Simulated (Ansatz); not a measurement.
Job for Ansatz (a quantum-chemistry and plane-wave program): U-CCSD(T)/def2-SVP on FHSeTe (SMILES F[Te][SeH]), a point of a bond scan (R = 1.330 Å). Elements past Kr take the def2 small-core potentials; no spin–orbit coupling. The run froze 24 orbitals, filled d shells among them.

Ansatz 0.2 input:
```yaml
crystal:
  periodic: [false, false, false]
  atoms:
    - {symbol: Te, position_ang: [0.42183517, 0.29812461, 0.73233809]}
    - {symbol: F, position_ang: [1.58576174, 1.33129355, -0.42384185]}
    - {symbol: Se, position_ang: [-1.05809715, -0.75106279, -0.97162236]}
    - {symbol: H, position_ang: [-0.31459261, -1.82829471, -1.20582148]}
basis:
  gaussian:
    orbitals: def2-SVP
correlation: {method: ccsd_t, electrons: outside_noble_gas}
scf: {omitted_lower_state_checks: [cluster_reference]}
magnetization: {spin_polarized: true, initial_magnetization: 0}
```

Program output:

```
WARN ansatz: RAYON_NUM_THREADS=1 ignored (pool sized by the plan → 1); use --threads N
Functional definition: HF
these checks for a lower state are left out or cut short: cluster_reference
integrals: 0.10 GiB planned
819 factors; integrals over basis functions are off by at most 1.1e-3 eV
mean field: 0.46 GiB planned
mean field evaluation 1: about -75277.6198 eV, gradient 1.9e1 eV
mean field evaluation 2: about -75277.6878 eV, gradient 1.9e1 eV
mean field evaluation 4: about -75279.3910 eV, gradient 1.5e0 eV
mean field evaluation 8: about -75279.4250 eV, gradient 5.5e-2 eV
mean field evaluation 16: about -75279.4067 eV, gradient 4.3e-1 eV
mean field -75279.42509070 eV, -2766.4678458562 hartree, gradient 6.2e-6 eV, S^2 0.000000; 2 other end points of the search recorded, 0 dependent functions left out
24 core orbitals not correlated
reference -75279.42509070 eV, -2766.4678458562 hartree; 10, 10 occupied and 43, 43 virtual orbitals, 819 factors
second order -10.94050307 eV of doubles, -0.00000000 eV of singles
coupled cluster: 0.23 GiB planned
cycle   1  -11.26365817 eV  change   -3.2e-1 eV  update   9.6e-2
cycle   2  -11.55010645 eV  change   -2.9e-1 eV  update   3.3e-2
cycle   3  -11.64570083 eV  change   -9.6e-2 eV  update   1.9e-2
cycle   4  -11.64654195 eV  change   -8.4e-4 eV  update   5.3e-3
cycle   5  -11.64351366 eV  change    3.0e-3 eV  update   2.5e-3
cycle   6  -11.64320209 eV  change    3.1e-4 eV  update   9.2e-4
cycle   7  -11.64305969 eV  change    1.4e-4 eV  update   3.7e-4
cycle   8  -11.64299205 eV  change    6.8e-5 eV  update   1.4e-4
cycle   9  -11.64303112 eV  change   -3.9e-5 eV  update   6.9e-5
cycle  10  -11.64303315 eV  change   -2.0e-6 eV  update   2.2e-5
perturbative correction -0.29776586 eV, -0.0109426936 hartree
Total energy: -75291.36588972 eV, -2766.9066621263 hartree
Checks for a lower state left out: cluster_reference
```

The calculation finished and met its thresholds.

Cost: very roughly 7 core-seconds.
